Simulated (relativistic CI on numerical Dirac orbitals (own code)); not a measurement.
# Cr5+: M2,3 absorption edge

Computed with this model: Dirac-Coulomb-Breit CI, KLI orbitals optimised for each configuration, a model potential for QED, valence Slater integrals scaled by 0.8, multiplet model of core-to-valence dipole absorption; configurations [Ar] 3d → [Ne] 3s2 3p5 3d2; 300 K; Lorentzian 0.8 eV and Gaussian 0.3 eV FWHM. Energies are those of the free ion, without screening or charge transfer. The branching ratio is the share of the lower-energy edge in the whole absorption, uncertain by about 0.02 where the edges overlap. S is read from ⟨S²⟩ = S(S + 1).

Field parameters in Wybourne normalisation: D3d B²₀ = −7Dσ, B⁴₀ = −14Dq − 21Dτ, B⁴₃ = −14√(10/7) Dq; D4h B²₀ = −7Ds, B⁴₀ = 21(Dq − Dt), B⁴₄ = 21√(5/14) Dq; Oh B⁴₀ = 21Dq, B⁴₄ = √(5/14) B⁴₀. The field is a parameter set, without covalency.

free ion: ground-state S = 0.50, centroid 59.11 eV. Peaks (eV, height): 55.9 (81), 60.4 (55), 61.7 (100).

D4h, 10Dq = 26700, Ds = 170, Dt = 680 cm⁻¹: ground-state S = 0.50, centroid 59.31 eV. Peaks (eV, height): 57.5 (100), 61.7 (80), 64.1 (24).

Oh, 10Dq = 40400 cm⁻¹: ground-state S = 0.50, centroid 59.37 eV. Peaks (eV, height): 50.8 (6), 57.4 (48), 58.5 (100), 61.8 (88), 63.4 (37), 66.2 (17).

D4h, 10Dq = 36300, Ds = 1330, Dt = 990 cm⁻¹: ground-state S = 0.50, centroid 59.33 eV. Peaks (eV, height): 55.8 (14), 58.1 (100), 61.6 (75), 62.7 (32), 64.9 (27).

D3d, 10Dq = 19900, Dσ = -680, Dτ = 70 cm⁻¹: ground-state S = 0.50, centroid 59.26 eV. Peaks (eV, height): 57.0 (91), 61.6 (100), 63.7 (25).

D3d, 10Dq = 26000, Dσ = -160, Dτ = -130 cm⁻¹: ground-state S = 0.50, centroid 59.29 eV. Peaks (eV, height): 57.4 (100), 61.7 (90), 64.3 (22).

Strongest unbroadened transitions for Oh, 10Dq = 40400 cm⁻¹:

| Energy (eV) | Relative strength |
| --- | --- |
| 44.19 | 2.3 |
| 47.65 | 2.3 |
| 50.79 | 4.5 |
| 57.19 | 23.6 |
| 57.37 | 17.2 |
| 58.15 | 37.5 |
| 58.40 | 2.8 |
| 58.46 | 4.1 |
| 58.54 | 67.9 |
| 58.72 | 2.4 |
| 58.79 | 18.1 |
| 59.32 | 22.7 |
| 61.74 | 3.9 |
| 61.80 | 100.0 |
| 63.40 | 17.5 |
| 63.47 | 20.4 |
| 66.05 | 3.4 |
| 66.26 | 15.4 |
